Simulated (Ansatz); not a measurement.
Born–Oppenheimer molecular dynamics of FH₅W (7 atoms, charge 0, multiplicity 1). It starts from a relaxed structure.

Computed with RHF/def2-TZVP in Ansatz 0.2.0.

```json
{
 "ensemble": "NVT, Langevin thermostat",
 "time step": "3 fs",
 "steps asked": "40",
 "set temperature": "200 K",
 "friction": "0.001 /fs",
 "seed": "703"
}
```

First frame:

```xyz
7
Properties=species:S:1:pos:R:3
W 0.000 0.000 0.451
F 0.000 0.000 2.374
H 1.470 0.000 -0.365
H 0.000 1.470 -0.365
H -1.470 0.000 -0.365
H 0.000 -1.470 -0.365
H 0.000 0.000 -1.236
```

How far do the bonds stretch over the last three quarters of this one trajectory? (Pairs bonded in most of those frames.)


```json
{"bond": "W1–F2", "mean (Å)": "1.869", "spread (Å)": "0.072", "shortest": "1.70", "longest": "1.95"}
{"bond": "W1–H3", "mean (Å)": "1.714", "spread (Å)": "0.032", "shortest": "1.66", "longest": "1.77"}
{"bond": "W1–H4", "mean (Å)": "1.695", "spread (Å)": "0.017", "shortest": "1.67", "longest": "1.72"}
{"bond": "W1–H5", "mean (Å)": "1.668", "spread (Å)": "0.036", "shortest": "1.62", "longest": "1.76"}
{"bond": "W1–H6", "mean (Å)": "1.676", "spread (Å)": "0.044", "shortest": "1.60", "longest": "1.77"}
{"bond": "W1–H7", "mean (Å)": "1.710", "spread (Å)": "0.027", "shortest": "1.66", "longest": "1.76"}
```

Mean temperature of the second half: 630 K. The mean temperature of the second half is 215 % above the set value. A step of 3 fs is long for free X–H stretches (periods near 10 fs) and can bias their spread and the temperature. A run of 0.12 ps of so small a system gives no equilibrium averages.

Run time: 71 s on 1 thread of Arm Neoverse V1, with other jobs on the host, peak memory 0.16 GiB.
